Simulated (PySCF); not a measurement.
Method: PySCF, PBE0, basis Ge def2-TZVP, H def2-TZVP (no relativity, density fitting).

```xyz
5
charge 0 multiplicity 1, angstrom
Ge    0.0000    0.0000    0.0000
H     1.2528    0.0000    0.8859
H    -1.2528    0.0000    0.8859
H     0.0000    1.2529   -0.8859
H     0.0000   -1.2528   -0.8859
```

GeH4 (singlet), along the line from Ge1 (at 0) through H2 (at 1.534 Å).

Problem. Tabulate the fields along this line at -0.54, -0.38, -0.23, -0.08, 0.15, 0.31, 0.46, 0.61, 0.77, 0.92, 1.07, 1.23, 1.38, 1.61, 1.76, 1.92, 2.07, 2.22, 2.38 Å.

Solution. 
```tsv
distance (Å)	electron density (e/Å³)	electron localisation function	electrostatic potential (V)
-0.54	4.76	0.448	69.5
-0.38	22.1	0.745	161
-0.23	75.5	0.552	539
-0.08	1160	0.778	3500
0.15	154	0.253	1180
0.31	45.1	0.775	278
0.46	10.2	0.61	102
0.61	2.43	0.214	49.4
0.77	1.07	0.163	27.5
0.92	0.902	0.605	17.2
1.07	1.01	0.959	15
1.23	1.28	0.996	23.7
1.38	1.79	1	66
1.61	2	1	158
1.76	1.02	1	35.8
1.92	0.518	1	14
2.07	0.268	1	6.37
2.22	0.141	0.999	3.08
2.38	0.0755	0.999	1.55
```

On a grid of 0.08 Å the density has a local minimum along the bond near 0.92 Å from Ge, at 0.90 e/Å³, where the ELF is 0.60.
